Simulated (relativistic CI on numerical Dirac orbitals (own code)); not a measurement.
## Electric-dipole lines of Zr14+

Computed by Dirac-Coulomb-Breit CI, orbitals from a KLI potential per configuration, model QED (radiative potential, 1s self-energy scaled to tabulated hydrogen-like ionisation energies), unscaled Slater integrals (own radial code, finite nucleus).

Configuration list (outside the closed core [Ne]): 3s2 3p6 3d8, 3s2 3p5 3d9, 3s2 3p4 3d10, 3s 3p6 3d9, 3s2 3p6 3d7 4s, 3p6 3d10, 3s2 3p6 3d7 4p, 3s 3p5 3d10, 3s2 3p6 3d7 4d, 3s2 3p6 3d6 4s2, 3s2 3p6 3d7 4f, 3s2 3p6 3d6 4s 4p, 3s2 3p5 3d8 4s, 3s2 3p6 3d7 5s, 3s2 3p6 3d6 4p2, 3s2 3p6 3d7 5p, 3s2 3p6 3d6 4s 4d, 3s2 3p4 3d9 4s, 3s2 3p5 3d8 4p, 3s2 3p6 3d7 5d, 3s2 3p6 3d6 4p 4d, 3s2 3p4 3d9 4p, 3s2 3p6 3d7 5f, 3s2 3p6 3d7 5g, 3s2 3p5 3d7 4s2, 3s2 3p6 3d7 6s, 3s2 3p6 3d7 6p, 3s2 3p6 3d6 4d2, 3s2 3p5 3d8 4d, 3s2 3p4 3d9 4d, 3s2 3p6 3d7 6d, 3s 3p5 3d9 4s, 3s 3p6 3d8 4s, 3s2 3p5 3d7 4s 4p, 3s 3p5 3d9 4p, 3s 3p6 3d8 4p. Levels of other configurations are missing.

| λ vac (nm) | Lower | Upper | A (s⁻¹) | gf | Branching (%) |
| --- | --- | --- | --- | --- | --- |
| 3.8237 | 3s2 3p6 3d8 3F_4 [1] | 3s2 3p6 3d7 4f 3G°_5 [384] | 3.39e+11 | 8.17e-01 | 88.9 |
| 5.2391 | 3s2 3p6 3d8 3F_3 [2] | 3s2 3p6 3d7 4p 3G°_4 [112] | 2.04e+11 | 7.54e-01 | 94.1 |
| 5.2395 | 3s2 3p6 3d8 3F_4 [1] | 3s2 3p6 3d7 4p 3G°_5 [96] | 1.93e+11 | 8.73e-01 | 96.3 |
| 5.2834 | 3s2 3p6 3d8 3F_4 [1] | 3s2 3p6 3d7 4p 3F°_4 [85] | 1.91e+11 | 7.20e-01 | 94.8 |
| 5.3207 | 3s2 3p6 3d8 1G_4 [8] | 3s2 3p6 3d7 4p 1G°_4 [137] | 4.61e+11 | 1.76e+00 | 97.2 |
| 7.3803 | 3s2 3p6 3d8 1G_4 [8] | 3s2 3p5 3d9 1F°_3 [21] | 7.64e+11 | 4.36e+00 | 94.6 |
| 7.5182 | 3s2 3p6 3d8 3F_3 [2] | 3s2 3p5 3d9 3P°_2 [19] | 2.11e+11 | 8.93e-01 | 44.2 |
| 7.8664 | 3s2 3p6 3d8 3F_4 [1] | 3s2 3p5 3d9 3D°_3 [16] | 3.16e+11 | 2.05e+00 | 63.9 |
| 7.8751 | 3s2 3p6 3d8 3F_2 [3] | 3s2 3p5 3d9 3D°_1 [17] | 4.02e+11 | 1.12e+00 | 81.7 |
| 7.9786 | 3s2 3p6 3d8 3F_3 [2] | 3s2 3p5 3d9 3D°_3 [16] | 9.67e+10 | 6.46e-01 | 19.6 |
| 8.1535 | 3s2 3p6 3d8 3F_3 [2] | 3s2 3p5 3d9 3D°_2 [13] | 2.25e+11 | 1.12e+00 | 64.6 |
| 8.2717 | 3s2 3p6 3d8 3F_4 [1] | 3s2 3p5 3d9 3F°_3 [12] | 1.31e+11 | 9.39e-01 | 63.0 |
| 8.3141 | 3s2 3p5 3d9 1F°_3 [21] | 3s2 3p4 3d10 1D_2 [397] | 8.68e+11 | 4.50e+00 | 80.7 |
| 8.3808 | 3s2 3p5 3d9 3D°_3 [16] | 3s2 3p4 3d10 3P_2 [340] | 4.73e+11 | 2.49e+00 | 55.7 |
| 8.5792 | 3s2 3p6 3d8 3F_4 [1] | 3s2 3p5 3d9 3F°_4 [10] | 1.22e+11 | 1.22e+00 | 93.1 |
| 11.593 | 3s2 3p5 3d9 3F°_4 [10] | 3s 3p6 3d9 3D_3 [161] | 1.15e+11 | 1.62e+00 | 56.6 |
| 27.306 | 3s2 3p6 3d7 4p 5G°_6 [68] | 3s2 3p6 3d7 4d 5H_7 [180] | 4.03e+10 | 6.75e+00 | 100.0 |
| 27.363 | 3s2 3p6 3d7 4p 5G°_5 [78] | 3s2 3p6 3d7 4d 5H_6 [193] | 3.95e+10 | 5.77e+00 | 98.1 |
| 39.019 | 3s2 3p6 3d7 4s 5F_5 [22] | 3s2 3p6 3d7 4p 5G°_6 [68] | 1.05e+10 | 3.10e+00 | 100.0 |
| 40.352 | 3s2 3p6 3d7 4s 3H_6 [41] | 3s2 3p6 3d7 4p 3I°_7 [122] | 9.58e+09 | 3.51e+00 | 100.0 |

Terms are leading LS components. Brackets give the number of a level in order of energy, since labels repeat. The list gives strong lines, with weight on those to low levels, without lines whose two gauges differ by over a factor of 2.5, among the lowest 400 of 8589 levels, so that lines to higher ones, which can be the strongest, are missing. Levels whose partners in the same complex of configurations lie outside the list can be far off, and so can their lines. Rates are taken at the computed energies, electric ones in the length gauge.

At this charge energies of transitions that change n are usually good to better than 1 %, and those within a shell (Δn = 0) to a few per cent. Terms inside the open d or f shell come out 10 to 20 % too wide with unscaled integrals.

LS names give the leading component of a level, which can be under half, so a name can repeat, a term be missing and a line seem to break the LS rules.
